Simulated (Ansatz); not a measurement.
```xyz
4

O     0.753   -0.662   -0.847
Zn   -0.231    0.038    0.443
Cl   -1.366    0.748    2.039
H     0.844   -0.123   -1.635
```

Charge 0, multiplicity 1.

(1) List the CAM-B3LYP/def2-TZVPP orbital energies in eV (the Gaussian-basis code of Ansatz). (Estimate.)

Results:

(1) Ansatz gave: Occupied: -9452.78, -2764.14, -1151.84, -1015.29, -1015.28, -1015.18, -522.27, -258.89, -197.93, -197.81, -197.81, -134.83, -91.13, -91.10, -90.98, -28.57, -24.14, -17.54, -17.11, -17.11, -17.02, -17.02, -14.23, -12.10, -11.01, -10.73, -10.46, -10.11. Lowest empty: -0.49, 0.67, 0.84, 2.29, 3.83, 4.37, 5.45, 5.58.
